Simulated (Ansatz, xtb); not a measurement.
Reaction (SMILES): F[SiH2]N[SiH3] + 3 [H][H] (H2) -> F (HF) + N (NH3) + 2 [SiH4] (SiH4)
Geometries: B3LYP-D3(BJ)/def2-TZVP minima from Ansatz (a quantum-chemistry and plane-wave program), one conformer each, not searched for the lowest.

Wanted: energy of full hydrogenation (electronic energy difference), in kcal/mol. Cores are frozen in the correlated levels unless marked. Spin-orbit coupling is left out. Non-relativistic unless marked X2C. CBS marks a two-point X^-3 extrapolation of the correlation energy; Hartree-Fock from the larger set. [CCSD(T)-MP2]/basis is that difference in the basis named.

```csv
level,program,energy of full hydrogenation (kcal/mol)
GFN2-xTB,xtb,36.1
PBE/def2-TZVPD,Ansatz,38.6
revPBE/def2-TZVPD,Ansatz,36.5
BHLYP-D4/def2-TZVPD,Ansatz + dftd4,45.9
```

### Question
Estimate the value at RI-MP2/CBS(aug-cc-pV(T+d)Z,aug-cc-pV(Q+d)Z)+[CCSD(T)-MP2]/aug-cc-pV(T+d)Z as computed with Ansatz.

### Answer
46.5 kcal/mol
